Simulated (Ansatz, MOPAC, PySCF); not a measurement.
Noncovalent pair: H2S (SMILES S) (first 3 atoms) with CH3I (SMILES CI); geometry from B3LYP-D3(BJ)/def2-TZVP, rigid monomers moved along the line of their centres of mass till H3···I5 is 5.46 Å.
(charge 0, multiplicity 1):
```csv
atom,x (Å),y (Å),z (Å)
S,-0.1442,-0.4662,-0.6813
H,-0.5490,-1.7403,-0.8064
H,-0.8993,-0.2756,0.4160
C,0.8169,-1.4037,5.3448
I,-1.2532,-1.0153,5.8154
H,1.0393,-2.4090,5.6830
H,0.9179,-1.3066,4.2692
H,1.4085,-0.6655,5.8737
```

Monomers are frozen at their geometry in the pair; levels with a basis set take the counterpoise correction. Rows marked so take none.

Cores are frozen in the correlated methods. Filled d and f shells under p-block atoms count as core. CBS: X⁻³ extrapolation of the correlation energy, Hartree–Fock from the larger set. Rows in LANL2DZ carry no dispersion term and start afresh at each structure. LANL2DZ brings its own core potentials from Na on. The state that AM1, PM6 reach isn't checked.

Programs: Ansatz (Gaussian orbitals); MOPAC for AM1, PM6 (differences of heats of formation); PySCF for LANL2DZ rows, the dispersion terms. Each number belongs to the level named beside it. In def2 rows elements past Kr take small-core potentials, without spin–orbit coupling.

```tsv
level	interaction energy (meV)
AM1	-6.2
PM6	-11.6
PBE-D4/def2-TZVPPD	-15.5
B3LYP/LANL2DZ (no counterpoise)	-8.2
B3LYP/def2-TZVPPD	?
B3LYP-D3(BJ)/def2-TZVPPD	-13.7
MP2/def2-SVPD	?
CCSD(T)/def2-TZVPPD	-13.4
CCSD(T)/CBS(def2-SVPD, def2-TZVPPD)	-13.6
```

Complete the blanks.


- B3LYP/def2-TZVPPD, interaction energy (meV): -6.6
- MP2/def2-SVPD, interaction energy (meV): -14.5

Ansatz is an electronic-structure program.
